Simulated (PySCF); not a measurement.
**TlH from Hartree–Fock to correlated methods**

State: ¹Σ⁺ (singlet), closed shell. Set-up: PySCF, scalar-relativistic core potentials, basis sets Tl def2-TZVPP with ECP60, H def2-TZVPP. De refers to Tl + H in their high-spin ground configurations, without counterpoise correction. A positive dipole means Tl(−)H(+).

```csv
Level,Re (Å),ωe (cm⁻¹),De (eV),μ (D),"CPU s a point (SCF and correlation, without the integrals)"
RHF,1.896,1425,1.64,-1.23,0.14
RHF-MP2,1.884,1427,2.36,n/a,0.22
RHF-SCS-MP2,1.895,1402,2.46,n/a,n/a
RHF-CCSD,1.899,1389,2.52,n/a,n/a
RHF-CCSD(T),1.900,1380,2.56,n/a,2.6
PBE,1.926,1322,2.55,-1.49,0.69
BLYP,1.942,1291,2.61,-1.62,0.46
r²SCAN,1.903,1376,2.56,-1.39,1.1
TPSSh,1.910,1371,2.71,-1.51,1.2
B3LYP,1.917,1350,2.61,-1.51,0.9
PBE0,1.901,1384,2.50,-1.38,1.5
B97-3,1.916,1351,2.57,-1.52,0.62
HSE06,1.905,1378,2.50,-1.39,1.1
```

The bond length runs from 1.884 Å (RHF-MP2) to 1.942 Å (BLYP). De spans 1.64 eV (RHF, mean field) to 2.71 eV (TPSSh, hybrid meta-GGA). Correlation at CCSD(T) changes the Hartree–Fock bond energy by +0.92 eV; the triples alone change it by +0.04 eV.

Correlated steps freeze 4 core orbitals. Spin–orbit coupling is left out, which matters for elements this heavy, above all for dissociation energies. Where the molecule has an RHF reference, its open-shell atoms are computed with UHF.

The whole job (state search and all levels along the bond) took about 2.4 min on 1 thread of Arm Neoverse V1 (shared host), peak memory 0.96 GiB.
